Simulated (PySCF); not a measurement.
Computed shifts of a molecule C2H4N2OSi, HF/pcSseg-1 (PySCF), GIAO, gas phase, atoms alike by connectivity averaged where their shifts nearly agree, in ppm (number of nuclei): ¹⁵N: 286.8 (1), 225.5 (1). ¹³C: 186.1 (1), 118.1 (1). ²⁹Si: -29.4 (1). ¹H: 8.52 (1), 5.06 (3). References: ¹⁵N against NH3 (σ = 267.3 ppm); ¹³C against TMS (σ = 192.6 ppm); ¹⁷O against H2O (σ = 333.0 ppm); ²⁹Si against TMS (σ = 393.8 ppm); ¹H against TMS (σ = 31.99 ppm), references at their B3LYP-D3(BJ)/def2-TZVP geometries, non-relativistic. The structure is a stationary point at PBE-D3(BJ)/def2-SVP. Other conformers were not sampled.

### Question
Pick the molecule that these values belong to.
A. O[SiH]1N=CC=N1
B. N#C/N=C\[SiH2]O
C. N#C/N=C/O[SiH3]
D. O[Si@H]1C=NC=N1

### Answer
C, N#C/N=C/O[SiH3]
